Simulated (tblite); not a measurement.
C6H17BNP.
Atom-mapped SMILES: `[BH3-:1][P+:2]1([NH2:3])[CH2:4][CH2:5][CH2:6][CH2:7][CH2:8][CH2:9]1` (hydrogens: H10, H11, H12 on B1; H13, H14 on N3; H15, H16 on C4; H17, H18 on C5; H19, H20 on C6; H21, H22 on C7; H23, H24 on C8; H25, H26 on C9)

Computed with GFN2-xTB (tblite), gas phase: L-BFGS steps from a force-field or distance-geometry start until the largest atomic force falls under 0.01 eV/Å.

Geometry at step 59:
```
atom  x, y, z in Å
B1     -2.3136    0.8886   -1.3107
P2     -1.1894   -0.0948   -0.0441
N3     -2.1905   -1.1162    0.9015
C4     -0.0101   -1.3712   -0.6891
C5      1.3635   -1.4467   -0.0290
C6      2.2640   -0.2918   -0.4701
C7      1.5778    1.0655   -0.3135
C8      1.0483    1.3084    1.1021
C9     -0.3428    0.7248    1.3810
H10    -3.0477    1.4923   -0.5878
H11    -1.6484    1.5734   -2.0118
H12    -2.8466   -0.0059   -1.8863
H13    -2.6243   -1.8033    0.2912
H14    -2.9500   -0.5762    1.3119
H15    -0.5363   -2.3258   -0.5913
H16     0.1150   -1.1668   -1.7565
H17     1.2724   -1.4478    1.0574
H18     1.8172   -2.4012   -0.3070
H19     2.5493   -0.4358   -1.5191
H20     3.1883   -0.3025    0.1212
H21     2.3074    1.8385   -0.5691
H22     0.7534    1.1543   -1.0258
H23     1.0215    2.3853    1.2659
H24     1.7636    0.8869    1.8119
H25    -1.0291    1.5196    1.7048
H26    -0.3341   -0.0289    2.1756
```

Problem. What forces act on the atoms?

Solution. 
```csv
atom,Fx (eV/Å),Fy (eV/Å),Fz (eV/Å)
B1,0.250,-0.058,0.188
P2,-0.250,-0.008,-0.024
N3,0.098,0.090,-0.089
C4,-0.055,-0.004,-0.029
C5,-0.028,0.017,0.012
C6,-0.008,-0.094,0.003
C7,0.076,-0.087,-0.053
C8,0.083,0.014,-0.012
C9,-0.047,0.022,0.028
H10,-0.019,0.013,0.002
H11,0.039,0.008,0.032
H12,-0.099,-0.082,-0.096
H13,-0.063,-0.005,-0.023
H14,0.084,0.022,-0.007
H15,0.082,0.000,0.005
H16,-0.019,-0.039,-0.002
H17,-0.107,0.021,-0.006
H18,0.110,0.032,-0.038
H19,-0.064,0.058,0.105
H20,-0.141,-0.025,-0.049
H21,-0.028,0.022,0.048
H22,-0.052,0.010,0.011
H23,-0.028,0.050,0.048
H24,0.020,0.072,0.036
H25,0.068,-0.117,-0.065
H26,0.098,0.069,-0.027
```

The largest, 0.32 eV/Å, acts on B1; the rms over all components is 0.072 eV/Å. The forces sum to zero within rounding, as they must for an isolated molecule in no field.

Problem. Give the force on B1 in Eh/bohr and in nN.

Solution. 0.318 eV/Å ÷ 51.422 = 0.00619 Eh/bohr, and 0.318 eV/Å × 1.602 = 0.51 nN.

Problem. How far is this geometry from the end of the optimisation?

Solution. 0.077 eV above it, and 0.262 Å rms away after alignment. The bonds farthest from their final lengths, with half the difference of the two atoms' forces along the bond (positive lengthens):

| bond | now (Å) | final (Å) | force along bond (eV/Å) |
| --- | --- | --- | --- |
| B1–P2 | 1.958 | 1.928 | -0.22 |
| P2–N3 | 1.715 | 1.706 | -0.15 |
| B1–H12 | 1.190 | 1.198 | +0.16 |
| C8–C9 | 1.534 | 1.527 | +0.06 |
| C6–H20 | 1.097 | 1.093 | -0.07 |
| C7–C8 | 1.531 | 1.526 | +0.03 |

The angle farthest from its final value is B1–P2–N3, 108.7° against 112.0°.

What follows is the cost of the whole relaxation. On one thread, Intel Xeon 6975P-C (x86_64), shared host with 96 logical CPUs at a one-minute load of 12, this took 1.2 s of wall time.
